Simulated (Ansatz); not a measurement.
Start from `[Cl][GaH][Br]` and change one atom or group to get `[F][GaH][Br]`.

Ansatz, PBE0-D4/def2-TZVP geometries, multiplicity 1. 

Scalar relativity is left out up to krypton.

| property | `[Cl][GaH][Br]` |
| --- | --- |
| HOMO–LUMO gap (PBE/def2-TZVPP) / eV | 4.78 |
| size of the dipole moment (ωB97M-V/def2-TZVPP) / D | 1.60 |
| ideal-gas entropy at 298 K and 1 bar (rigid rotor, harmonic PBE0-D4/def2-TZVP) / J/(mol·K) | 317 |
| HOMO–LUMO gap (B3LYP/def2-TZVPP) / eV | 6.30 |
| LUMO energy (ωB97M-V/def2-TZVPP) / eV | -0.06 |
| HOMO–LUMO gap (PBE0/def2-TZVPP) / eV | 6.83 |

Question: What does the change do to each property? (Best estimate.)

Answer: Computed: 
```json
{"property": "HOMO–LUMO gap (PBE/def2-TZVPP) / eV", "`[F][GaH][Br]`": "5.07", "shift": "0.29"}
{"property": "size of the dipole moment (ωB97M-V/def2-TZVPP) / D", "`[F][GaH][Br]`": "2.02", "shift": "0.42"}
{"property": "ideal-gas entropy at 298 K and 1 bar (rigid rotor, harmonic PBE0-D4/def2-TZVP) / J/(mol·K)", "`[F][GaH][Br]`": "306", "shift": "-11"}
{"property": "HOMO–LUMO gap (B3LYP/def2-TZVPP) / eV", "`[F][GaH][Br]`": "6.60", "shift": "0.30"}
{"property": "LUMO energy (ωB97M-V/def2-TZVPP) / eV", "`[F][GaH][Br]`": "0.10", "shift": "0.16"}
{"property": "HOMO–LUMO gap (PBE0/def2-TZVPP) / eV", "`[F][GaH][Br]`": "7.16", "shift": "0.33"}
```

With PBE0 the HOMO falls by 0.14 eV and the LUMO rises by 0.18 eV, so the gap widens by about 0.32 eV. PBE moves the HOMO by -0.12 eV and ωB97M-V by -0.16 eV. Dipoles are sizes alone; their direction can turn.

B3LYP here is the variant with VWN-RPA as its local correlation; programs differ in this.

Spin–orbit coupling is left out; it splits and shifts lone-pair levels of the heavy atoms by tenths of an eV.
